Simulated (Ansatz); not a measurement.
A structure relaxed at PBE0-D4/def2-TZVP, charge 0, multiplicity 1:

```json
{"atom": "N1", "x (Å)": "-0.431", "y (Å)": "-0.156", "z (Å)": "-2.615"}
{"atom": "C2", "x (Å)": "-0.249", "y (Å)": "-0.086", "z (Å)": "-1.480"}
{"atom": "Sn3", "x (Å)": "-0.015", "y (Å)": "0.087", "z (Å)": "0.587"}
{"atom": "F4", "x (Å)": "1.607", "y (Å)": "1.033", "z (Å)": "0.839"}
{"atom": "F5", "x (Å)": "0.356", "y (Å)": "-1.665", "z (Å)": "1.205"}
{"atom": "H6", "x (Å)": "-1.267", "y (Å)": "0.787", "z (Å)": "1.465"}
```

(1) Give its formula and SMILES.

(2) Point group (tolerance 0.08 Å, 0.16 Å for H)?

(3) Summarise the bond lengths by kind.

Results:

(1) CHF2NSn, `N#[C][SnH]([F])[F]`.

(2) Cs.

(3) 1 × C–N 1.151 Å; 1 × C–Sn 2.088 Å; 2 × F–Sn 1.894 Å; 1 × H–Sn 1.682 Å.

Computed with Ansatz.
